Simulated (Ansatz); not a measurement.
Ansatz (an electronic-structure program) input file for heptazine (C₆H₃N₇), SMILES C1=NC2=NC=NC3=NC=NC(=N1)N23, CAM-B3LYP-D3(BJ)/def2-SVP. 

Ansatz 0.2 input:
```yaml
crystal:
  periodic: [false, false, false]
  atoms:
    - {symbol: C, position_ang: [1.30035030, 2.25227278, -0.00000000]}
    - {symbol: N, position_ang: [2.03217463, 1.15641738, -0.00000000]}
    - {symbol: C, position_ang: [1.38933308, -0.00000000, -0.00000000]}
    - {symbol: N, position_ang: [2.03217463, -1.15641738, 0.00000000]}
    - {symbol: C, position_ang: [1.30035028, -2.25227279, -0.00000000]}
    - {symbol: N, position_ang: [-0.01460049, -2.33812354, 0.00000000]}
    - {symbol: C, position_ang: [-0.69466654, -1.20319774, 0.00000000]}
    - {symbol: N, position_ang: [-2.01757414, -1.18170616, -0.00000001]}
    - {symbol: C, position_ang: [-2.60070060, 0.00000001, 0.00000000]}
    - {symbol: N, position_ang: [-2.01757414, 1.18170616, -0.00000000]}
    - {symbol: C, position_ang: [-0.69466654, 1.20319774, 0.00000000]}
    - {symbol: N, position_ang: [-0.01460048, 2.33812354, 0.00000000]}
    - {symbol: N, position_ang: [-0.00000000, 0.00000000, 0.00000000]}
    - {symbol: H, position_ang: [1.84155726, 3.18967071, 0.00000000]}
    - {symbol: H, position_ang: [1.84155724, -3.18967072, 0.00000000]}
    - {symbol: H, position_ang: [-3.68311449, 0.00000001, -0.00000000]}
basis:
  gaussian:
    orbitals: def2-SVP
hamiltonian:
  xc: cam_b3lyp
  dispersion: d3bj
relax: {f_tol: 0.004, max_steps: 200}
```

Log of the run:

```
WARN ansatz: RAYON_NUM_THREADS=4 ignored (pool sized by the plan → 4); use --threads N
Functional definition: CAM-B3LYP
integrals: 0.32 GiB planned
2320 factors; integrals over basis functions are off by at most 4.3e-4 eV
integrals: 0.72 GiB planned
604 factors; integrals over basis functions are off by at most 4.4e-7 eV
mean field: 2.29 GiB planned
mean field evaluation 1: about -16668.6015 eV, gradient 7.4e1 eV
mean field evaluation 2: about -16665.6866 eV, gradient 8.6e1 eV
mean field evaluation 4: about -16679.3143 eV, gradient 4.6e0 eV
mean field evaluation 8: about -16679.4964 eV, gradient 7.9e-2 eV
mean field evaluation 16: about -16679.4964 eV, gradient 2.6e-5 eV
mean field -16679.49637348 eV, -612.9601859566 hartree, gradient 2.6e-5 eV, S^2 0.000000; 0 other end points of the search recorded, 0 dependent functions left out
the calculation of the forces begins
reference -16679.49651918 eV, -612.9601913111 hartree; 44, 44 occupied and 153, 153 virtual orbitals, 2320 factors
relax step   1: F+E_penalty+E_count = -16679.96421263 eV  Δ(F+E_penalty+E_count) = +0.000e0 eV  max|allowed force component| = 5.268e-1 eV/Å  Δτ_max = 0.0000 Å  (34 SCF iters, accepted)
these checks for a lower state are left out or cut short: starts, cluster_reference, orbital_swaps, neighbouring_geometries, increment
integrals: 0.32 GiB planned
2320 factors; integrals over basis functions are off by at most 4.5e-4 eV
integrals: 0.72 GiB planned
604 factors; integrals over basis functions are off by at most 4.6e-7 eV
mean field: 2.29 GiB planned
mean field -16679.52769220 eV, -612.9613368985 hartree, gradient 1.1e-5 eV, S^2 0.000000; 0 other end points of the search recorded, 0 dependent functions left out
the calculation of the forces begins
reference -16679.52783861 eV, -612.9613422789 hartree; 44, 44 occupied and 153, 153 virtual orbitals, 2320 factors
relax step   2: F+E_penalty+E_count = -16679.99573836 eV  Δ(F+E_penalty+E_count) = -3.153e-2 eV  max|allowed force component| = 1.993e-1 eV/Å  Δτ_max = 0.0194 Å  (37 SCF iters, accepted)
these checks for a lower state are left out or cut short: starts, cluster_reference, orbital_swaps, neighbouring_geometries, increment
integrals: 0.32 GiB planned
2320 factors; integrals over basis functions are off by at most 4.6e-4 eV
integrals: 0.72 GiB planned
604 factors; integrals over basis functions are off by at most 4.6e-7 eV
mean field: 2.29 GiB planned
mean field evaluation 32: about -16679.5307 eV, gradient 4.3e-4 eV
mean field -16679.53068458 eV, -612.9614468664 hartree, gradient 1.1e-5 eV, S^2 0.000000; 0 other end points of the search recorded, 0 dependent functions left out
the calculation of the forces begins
reference -16679.53083119 eV, -612.9614522543 hartree; 44, 44 occupied and 153, 153 virtual orbitals, 2320 factors
relax step   3: F+E_penalty+E_count = -16679.99873281 eV  Δ(F+E_penalty+E_count) = -2.994e-3 eV  max|allowed force component| = 3.483e-2 eV/Å  Δτ_max = 0.0055 Å  (37 SCF iters, accepted)
these checks for a lower state are left out or cut short: starts, cluster_reference, orbital_swaps, neighbouring_geometries, increment
integrals: 0.32 GiB planned
2320 factors; integrals over basis functions are off by at most 4.6e-4 eV
integrals: 0.72 GiB planned
604 factors; integrals over basis functions are off by at most 4.6e-7 eV
mean field: 2.29 GiB planned
mean field -16679.53074251 eV, -612.9614489953 hartree, gradient 8.6e-6 eV, S^2 0.000000; 0 other end points of the search recorded, 0 dependent functions left out
the calculation of the forces begins
reference -16679.53088912 eV, -612.9614543829 hartree; 44, 44 occupied and 153, 153 virtual orbitals, 2320 factors
relax step   4: F+E_penalty+E_count = -16679.99878234 eV  Δ(F+E_penalty+E_count) = -4.953e-5 eV  max|allowed force component| = 7.405e-3 eV/Å  Δτ_max = 0.0006 Å  (28 SCF iters, accepted)
these checks for a lower state are left out or cut short: starts, cluster_reference, orbital_swaps, neighbouring_geometries, increment
integrals: 0.32 GiB planned
2320 factors; integrals over basis functions are off by at most 4.6e-4 eV
integrals: 0.72 GiB planned
604 factors; integrals over basis functions are off by at most 4.6e-7 eV
mean field: 2.29 GiB planned
mean field -16679.53074409 eV, -612.9614490533 hartree, gradient 2.8e-5 eV, S^2 0.000000; 0 other end points of the search recorded, 0 dependent functions left out
the calculation of the forces begins
reference -16679.53089069 eV, -612.9614544407 hartree; 44, 44 occupied and 153, 153 virtual orbitals, 2320 factors
relax step   5: F+E_penalty+E_count = -16679.99878503 eV  Δ(F+E_penalty+E_count) = -2.684e-6 eV  max|allowed force component| = 5.302e-4 eV/Å  Δτ_max = 0.0002 Å  (25 SCF iters, accepted)
integrals: 0.32 GiB planned
2320 factors; integrals over basis functions are off by at most 4.6e-4 eV
integrals: 0.72 GiB planned
604 factors; integrals over basis functions are off by at most 4.6e-7 eV
mean field: 2.29 GiB planned
mean field evaluation 64: about -16679.5307 eV, gradient 1.5e-4 eV
mean field -16679.53074409 eV, -612.9614490533 hartree, gradient 2.8e-5 eV, S^2 0.000000; 1 other end points of the search recorded, 0 dependent functions left out
the calculation of the forces begins
reference -16679.53089069 eV, -612.9614544407 hartree; 44, 44 occupied and 153, 153 virtual orbitals, 2320 factors
Total energy: -16679.99893162 eV, -612.9786546279 hartree
Atom 0 at     1.305495     2.261185     0.000000 Å, force    -0.000118    -0.000321     0.000000 eV/Å
Atom 1 at     2.043302     1.162101    -0.000000 Å, force     0.000420     0.000176    -0.000000 eV/Å
Atom 2 at     1.402606    -0.000003    -0.000000 Å, force    -0.000510     0.000080     0.000000 eV/Å
Atom 3 at     2.043306    -1.162106     0.000000 Å, force     0.000418    -0.000127     0.000000 eV/Å
Atom 4 at     1.305496    -2.261186    -0.000000 Å, force    -0.000225     0.000266    -0.000000 eV/Å
Atom 5 at    -0.015242    -2.350602     0.000000 Å, force    -0.000076    -0.000425     0.000000 eV/Å
Atom 6 at    -0.701302    -1.214689     0.000000 Å, force     0.000316     0.000442     0.000000 eV/Å
Atom 7 at    -2.028060    -1.188503    -0.000000 Å, force    -0.000359    -0.000305    -0.000000 eV/Å
Atom 8 at    -2.610990    -0.000003    -0.000000 Å, force     0.000329     0.000070     0.000000 eV/Å
Atom 9 at    -2.028065     1.188502    -0.000000 Å, force    -0.000372     0.000278    -0.000000 eV/Å
Atom 10 at    -0.701305     1.214698    -0.000000 Å, force     0.000218    -0.000530    -0.000000 eV/Å
Atom 11 at    -0.015241     2.350609    -0.000000 Å, force    -0.000102     0.000439     0.000000 eV/Å
Atom 12 at    -0.000001     0.000004    -0.000000 Å, force     0.000064    -0.000042     0.000000 eV/Å
Atom 13 at     1.853798     3.210868     0.000000 Å, force     0.000004     0.000001     0.000000 eV/Å
Atom 14 at     1.853794    -3.210871    -0.000000 Å, force    -0.000001    -0.000004    -0.000000 eV/Å
Atom 15 at    -3.707591    -0.000005     0.000000 Å, force    -0.000005     0.000001    -0.000000 eV/Å
Dipole moment:     0.000000    -0.000002    -0.000000 e Å
```

The calculation finished and met its thresholds.

Cost: around 2.5 core-minutes (rough).
